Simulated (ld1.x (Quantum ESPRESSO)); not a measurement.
As (Z = 33): TM pseudisation with PBEsol, scalar-relativistic reference atom.

Input for ld1.x (Quantum ESPRESSO) 7.5:

```
&input
   title='As', zed=33., rel=1, dft='PBESOL', iswitch=3,
   config='[Ar] 3d10 4s1.5 4p3.5 4d-2',
   nld=3, rlderiv=1.70, eminld=-3.0, emaxld=5.0, deld=0.02
 /
 &inputp
   pseudotype=2, tm=.true., lloc=2,
   nlcc=.false.,
   file_pseudopw='As.UPF', file_wfcaegen='ae.wfc', file_wfcncgen='nc.wfc', file_beta='beta', file_chi='chi'
 /
3
4S  1  0   1.50   0.00  1.30  1.30  0.0
4P  2  1   3.50   0.00  1.55  1.55  0.0
4D  3  2  -2.00  -0.10  1.25  1.25  0.0
 &test
   configts(1)='4s1.5 4p3.5'
 /
```

Command:

```bash
ld1.x < As.in > As.out
```

Resulting log (shortened: banner, matrices, multipoles, cross overlaps and the repeated all-electron block are left out):

```
Program LD1 v.7.5
     --------------------------- All-electron run ----------------------------

     As
     scalar relativistic calculation

     atomic number is 33.00
     dft =PBESOL   lsd =0 sic =0 latt =0  beta=0.20 tr2=1.0E-14
     Exchange-correlation= PBESOL
                           (   1   4  10   8   0   0   0)
     mesh =1209 r(mesh) =  99.83237 a.u. xmin = -7.00 dx = 0.01250
     1 Ry =  13.60569312 eV, c = 137.03599908

     n l     nl                  e(Ry)          e(Ha)          e(eV)
     1 0     1S 1( 2.00)      -860.7371      -430.3685    -11710.9245
     2 0     2S 1( 2.00)      -109.2488       -54.6244     -1486.4053
     2 1     2P 1( 6.00)       -95.8304       -47.9152     -1303.8385
     3 0     3S 1( 2.00)       -14.0213        -7.0106      -190.7692
     3 1     3P 1( 6.00)        -9.8728        -4.9364      -134.3263
     3 2     3D 1(10.00)        -3.0488        -1.5244       -41.4810
     4 0     4S 1( 1.50)        -1.0989        -0.5495       -14.9517
     4 1     4P 1( 3.50)        -0.4061        -0.2031        -5.5253

     final scf error:  7.1E-15 reached in  35 iterations

     Etot =   -4518.070979 Ry,   -2259.035490 Ha,  -61471.487253 eV

     Ekin =    4604.609313 Ry,    2302.304657 Ha,   62648.901266 eV
     Encl =  -10892.168823 Ry,   -5446.084411 Ha, -148195.506445 eV
     Eh   =    1933.392045 Ry,     966.696022 Ha,   26305.138849 eV
     Exc  =    -163.903515 Ry,     -81.951757 Ha,   -2230.020924 eV

     normalization and overlap integrals

     s(1S/1S) =  1.000000  <r> =   0.0455  <r2> =    0.0028  r(max) =   0.0299
     s(2S/2S) =  1.000000  <r> =   0.2029  <r2> =    0.0485  r(max) =   0.1701
     s(2P/2P) =  1.000000  <r> =   0.1773  <r2> =    0.0385  r(max) =   0.1358
     s(3S/3S) =  1.000000  <r> =   0.5987  <r2> =    0.4132  r(max) =   0.5239
     s(3P/3P) =  1.000000  <r> =   0.6175  <r2> =    0.4481  r(max) =   0.5239
     s(3D/3D) =  1.000000  <r> =   0.6778  <r2> =    0.5810  r(max) =   0.4740
     s(4S/4S) =  1.000000  <r> =   1.9268  <r2> =    4.2776  r(max) =   1.6136
     s(4P/4P) =  1.000000  <r> =   2.5103  <r2> =    7.4630  r(max) =   1.9709

     ------------------------ End of All-electron run ------------------------

     --------------------- Generating NC pseudopotential ---------------------

      Generating local pot.: lloc=2, matching radius rcloc =   1.2500

      Wfc   4S  rcut= 1.289  Using Troullier-Martins method

      Wfc   4P  rcut= 1.535  Using Troullier-Martins method

     ------------------- End of pseudopotential generation -------------------

     Computing logarithmic derivative in   1.70704
     Message from routine run_pseudo:
     Warning: convergence not achieved
     Computing logarithmic derivative in   1.70704
     Computing the partial wave expansion
     R is outside the sphere for l=    0 j= 0.00
     R is outside the sphere for l=    1 j= 0.00
       no projector for channel:   2

     ---------------------- Testing the pseudopotential ----------------------

     As
     scalar relativistic calculation

     atomic number is 33.00   valence charge is  5.00
     dft =PBESOL   lsd =0 sic =0 latt =0  beta=0.20 tr2=1.0E-14
     mesh =1209 r(mesh) =  99.83237 xmin = -7.00 dx = 0.01250

     n l     nl             e AE (Ry)        e PS (Ry)    De AE-PS (Ry)
     1 0     4S   1( 1.50)       -1.09893       -1.09893       -0.00000
     2 1     4P   1( 3.50)       -0.40610       -0.40610       -0.00001

     eps = 2.8E-13  iter =201

     Etot =   -4518.070979 Ry,   -2259.035490 Ha,  -61471.487253 eV
     Etotps =   -11.965093 Ry,      -5.982546 Ha,    -162.793377 eV

     Ekin =       4.312239 Ry,       2.156119 Ha,      58.670998 eV
     Encl =     -12.764386 Ry,      -6.382193 Ha,    -173.668315 eV
     Ehrt =       9.715934 Ry,       4.857967 Ha,     132.192022 eV
     Ecxc =      -2.735426 Ry,      -1.367713 Ha,     -37.217367 eV
     Epseu=     -10.493454 Ry,      -5.246727 Ha,    -142.770716 eV

     ---------------------- End of pseudopotential test ----------------------
```

Note: ghost states, extra bound levels that the all-electron valence spectrum of the same l lacks: s at -1776.3 eV, p at -807.6 eV. A true bound ghost makes a file unfit for plane-wave use.

Generation and configuration tests took about 4.5 s on one core of a shared server CPU.

Transferability test of the new file with ld1.x, input:

```
&input
   title='As', zed=33., rel=1, dft='PBESOL', iswitch=2,
   config='[Ar] 3d10 4s1.5 4p3.5 4d-2'
 /
 &test
   file_pseudo='As.UPF', nconf=8,
   configts(1)='4s1.5 4p3.5',
   configts(2)='4s2 4p3',
   configts(3)='4s2 4p2',
   configts(4)='4s2 4p1',
   configts(5)='4s2 4p3.3',
   configts(6)='4s1 4p0',
   configts(7)='4s2 4p2.5',
   configts(8)='4s0 4p5'
 /
```

```bash
ld1.x < As.test.in > As.test.out
```

Pseudopotential blocks of its output, shortened (energy terms left out; the distinct warnings before each block abridged to one line each):

```
     Warning: convergence not achieved
     ---------------------- Testing the pseudopotential ----------------------

     n l     nl             e AE (Ry)        e PS (Ry)    De AE-PS (Ry)
     1 0     4S   1( 1.50)       -1.09893       -1.09893       -0.00000
     2 1     4P   1( 3.50)       -0.40610       -0.40610       -0.00001

     eps = 1.1E-11  iter =201

     Etot =   -4518.070979 Ry,   -2259.035490 Ha,  -61471.487253 eV
     Etotps =   -11.965093 Ry,      -5.982546 Ha,    -162.793377 eV

     ---------------------- End of pseudopotential test ----------------------

          Warning: convergence not achieved
     ---------------------- Testing the pseudopotential ----------------------

     n l     nl             e AE (Ry)        e PS (Ry)    De AE-PS (Ry)
     1 0     4S   1( 2.00)       -1.06594       -1.06637        0.00043
     2 1     4P   1( 3.00)       -0.38192       -0.38198        0.00006

     eps = 6.0E-12  iter =201

     Etot =   -4518.415180 Ry,   -2259.207590 Ha,  -61476.170341 eV
     Etotps =   -12.309425 Ry,      -6.154713 Ha,    -167.478264 eV
     dEtot_ae =      -0.344201 Ry
     dEtot_ps =      -0.344333 Ry,   Delta E=       0.000132 Ry

     ---------------------- End of pseudopotential test ----------------------

          Warning: convergence not achieved
     ---------------------- Testing the pseudopotential ----------------------

     n l     nl             e AE (Ry)        e PS (Ry)    De AE-PS (Ry)
     1 0     4S   1( 2.00)       -1.71853       -1.71938        0.00085
     2 1     4P   1( 2.00)       -0.98166       -0.98233        0.00067

     eps = 2.6E-12  iter =201

     Etot =   -4517.742078 Ry,   -2258.871039 Ha,  -61467.012316 eV
     Etotps =   -11.635927 Ry,      -5.817964 Ha,    -158.314858 eV
     dEtot_ae =       0.328902 Ry
     dEtot_ps =       0.329165 Ry,   Delta E=      -0.000263 Ry

     ---------------------- End of pseudopotential test ----------------------

          Warning: convergence not achieved
     ---------------------- Testing the pseudopotential ----------------------

     n l     nl             e AE (Ry)        e PS (Ry)    De AE-PS (Ry)
     1 0     4S   1( 2.00)       -2.46148       -2.46305        0.00157
     2 1     4P   1( 1.00)       -1.66813       -1.67012        0.00199

     eps = 1.8E-12  iter =201

     Etot =   -4516.423421 Ry,   -2258.211711 Ha,  -61449.071082 eV
     Etotps =   -10.315793 Ry,      -5.157896 Ha,    -140.353513 eV
     dEtot_ae =       1.647558 Ry
     dEtot_ps =       1.649300 Ry,   Delta E=      -0.001741 Ry

     ---------------------- End of pseudopotential test ----------------------

          Warning: convergence not achieved
     ---------------------- Testing the pseudopotential ----------------------

     n l     nl             e AE (Ry)        e PS (Ry)    De AE-PS (Ry)
     1 0     4S   1( 2.00)       -0.89443       -0.89482        0.00039
     2 1     4P   1( 3.30)       -0.22477       -0.22477        0.00000

     eps = 7.7E-13  iter =201

     Etot =   -4518.505858 Ry,   -2259.252929 Ha,  -61477.404082 eV
     Etotps =   -12.400121 Ry,      -6.200060 Ha,    -168.712241 eV
     dEtot_ae =      -0.434879 Ry
     dEtot_ps =      -0.435028 Ry,   Delta E=       0.000150 Ry

     ---------------------- End of pseudopotential test ----------------------

          Warning: convergence not achieved
     ---------------------- Testing the pseudopotential ----------------------

     n l     nl             e AE (Ry)        e PS (Ry)    De AE-PS (Ry)
     1 0     4S   1( 1.00)       -4.18019       -4.16068       -0.01951  !
     2 1     4P   1( 0.00)       -3.26429       -3.25216       -0.01214  !

     eps = 1.9E-12  iter =201

     Etot =   -4510.664663 Ry,   -2255.332331 Ha,  -61370.719182 eV
     Etotps =    -4.559735 Ry,      -2.279867 Ha,     -62.038350 eV
     dEtot_ae =       7.406317 Ry
     dEtot_ps =       7.405358 Ry,   Delta E=       0.000959 Ry

     ---------------------- End of pseudopotential test ----------------------

          Warning: convergence not achieved
     ---------------------- Testing the pseudopotential ----------------------

     n l     nl             e AE (Ry)        e PS (Ry)    De AE-PS (Ry)
     1 0     4S   1( 2.00)       -1.37868       -1.37925        0.00058
     2 1     4P   1( 2.50)       -0.66891       -0.66918        0.00027

     eps = 1.1E-11  iter =201

     Etot =   -4518.153698 Ry,   -2259.076849 Ha,  -61472.612699 eV
     Etotps =   -12.047828 Ry,      -6.023914 Ha,    -163.919051 eV
     dEtot_ae =      -0.082719 Ry
     dEtot_ps =      -0.082736 Ry,   Delta E=       0.000017 Ry

     ---------------------- End of pseudopotential test ----------------------

          ---------------------- Testing the pseudopotential ----------------------

     n l     nl             e AE (Ry)        e PS (Ry)    De AE-PS (Ry)
     1 0     4S   1( 0.00)       -1.18971       -1.18662       -0.00309
     2 1     4P   1( 5.00)       -0.47281       -0.47228       -0.00054

     eps = 4.7E-15  iter = 12

     Etot =   -4517.013348 Ry,   -2258.506674 Ha,  -61457.097448 eV
     Etotps =   -10.909344 Ry,      -5.454672 Ha,    -148.429191 eV
     dEtot_ae =       1.057631 Ry
     dEtot_ps =       1.055748 Ry,   Delta E=       0.001883 Ry

     ---------------------- End of pseudopotential test ----------------------
```
